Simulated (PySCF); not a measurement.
# How methods differ on the ionisation energy of Cr

Cr [Ar] 3d5 4s1 (7S) → Cr⁺ [Ar] 3d5 (6S), as a difference of total energies. Calculation: PySCF 2.14, in aug-cc-pVDZ; no relativity, point nucleus. Correlated levels: valence: [Ar] frozen. The calculations carry no spin-orbit coupling.

```csv
method,ionisation energy (eV)
UHF,5.911
TPSS,7.027
MP2 (valence),6.354
SCS-MP2 (valence),6.059
```

Q: How much does correlation contribute at MP2 (valence)?

A: 6.354 − (5.911) = 0.443 eV, measured against UHF.

These non-relativistic numbers lack the scalar-relativistic shift.

Errors of the correlated levels include the incompleteness of this basis and the frozen core.

For comparison: 6.767 eV (measured; NIST Atomic Spectra Database, ionization energies).
